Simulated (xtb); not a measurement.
CH₂NS, doublet, at a GFN2-xTB geometry; xtb with GFN2-xTB with ALPB(water).

The xtb input:
```
$ xtb mol.xyz --gfn 2 --chrg 0 --uhf 1 --alpb water --json

# file mol.xyz
5

N     -1.58263000    -0.00053854     0.04940306
C     -0.36981097    -0.48496081     0.00133664
S      1.09135866     0.15905915    -0.03072676
H     -1.79109446     0.99541301     0.07687985
H     -2.37336827    -0.62682478     0.06090696
```

### Question
What does xtb print? Leave out banner, timings and long lists.

### Answer

```
   ID    Z sym.   atoms
    1    7 N      1
    2    6 C      2
    3   16 S      3
    4    1 H      4, 5

           -------------------------------------------------
          |                Calculation Setup                |
           -------------------------------------------------

           -------------------------------------------------
          |                 G F N 2 - x T B                 |
           -------------------------------------------------

      * Solvation model:               ALPB
        Solvent                        water
        Parameter file                 internal GFN2-xTB/ALPB
        Dielectric constant                8.0200E+01
        Reference state                gsolv [1 M gas/solution]
        Free energy shift                  1.0808E-03 Eh       6.7819E-01 kcal/mol
        Temperature                        2.9815E+02 K
        Density                            1.0000E+00 kg/L
        Solvent mass                       1.8000E+01 g/mol
        Interaction kernel             P16
        Born radius scaling (c1)           1.4744E+00
        Born radii integrator          GBOBC
        Born offset                        0.0000E+00 a0       0.0000E+00 AA
        H-bond correction              true
        Ion screening                  false
        Surface tension                    1.0000E-05 Eh       1.5569E+01 dyn/cm
        Grid points                               230 per atom

          ...................................................
          :                      SETUP                      :
          :.................................................:
          :  # basis functions                  20          :
          :  # atomic orbitals                  19          :
          :  # shells                            9          :
          :  # electrons                        17          :
          :  max. iterations                   250          :
          :  Hamiltonian                  GFN2-xTB          :
          :  restarted?                      false          :
          :  GBSA solvation                   true          :
          :  PC potential                    false          :
          :  electronic temp.          300.0000000     K    :
          :  accuracy                    1.0000000          :
          :  -> integral cutoff          0.2500000E+02      :
          :  -> integral neglect         0.1000000E-07      :
[...]
         :: total energy              -9.251569123651 Eh    ::
[...]
        18                          0.4408943              11.9973
        19                          0.7755913              21.1049
      -------------------------------------------------------------
                  HL-Gap            0.0721263 Eh            1.9627 eV
             Fermi-level           -0.3179710 Eh           -8.6524 eV

     #   Z          covCN         q      C6AA      α(0)
     1   7 N        2.670    -0.214    25.657     7.523
     2   6 C        1.886     0.043    30.014     8.848
     3  16 S        1.016    -0.343   154.010    20.989
     4   1 H        0.860     0.247     0.894     1.481
     5   1 H        0.860     0.266     0.824     1.422

 Mol. C6AA /au·bohr⁶  :        612.914225
 Mol. C8AA /au·bohr⁸  :      21402.615572
 Mol. α(0) /au        :         40.263622

Wiberg/Mayer (AO) data.
largest (>0.10) Wiberg bond orders for each atom

 ---------------------------------------------------------------------------
     #   Z sym  total        # sym  WBO       # sym  WBO       # sym  WBO
 ---------------------------------------------------------------------------
     1   7 N    3.489 --     2 C    1.522     5 H    0.903     4 H    0.889
                             3 S    0.176
     2   6 C    3.472 --     3 S    1.924     1 N    1.522
     3  16 S    2.149 --     2 C    1.924     1 N    0.176
     4   1 H    0.937 --     1 N    0.889
     5   1 H    0.929 --     1 N    0.903
 ---------------------------------------------------------------------------

Topologies differ in total number of bonds
Writing topology from bond orders to xtbtopo.mol

molecular dipole:
                 x           y           z       tot (Debye)
 q only:       -2.129       0.007       0.067
   full:       -2.246       0.151       0.073       5.724
molecular quadrupole (traceless):
                xx          xy          yy          xz          yz          zz
 q only:        4.206      -0.519      -1.167      -0.237       0.056      -3.039
  q+dip:        4.832      -0.702      -1.104      -0.282       0.077      -3.728
   full:        4.445      -0.675      -1.311      -0.251       0.060      -3.134

           -------------------------------------------------
          | TOTAL ENERGY               -9.251569123651 Eh   |
          | GRADIENT NORM               0.024170189540 Eh/α |
          | HOMO-LUMO GAP               1.962657793165 eV   |
           -------------------------------------------------

normal termination of xtb
```
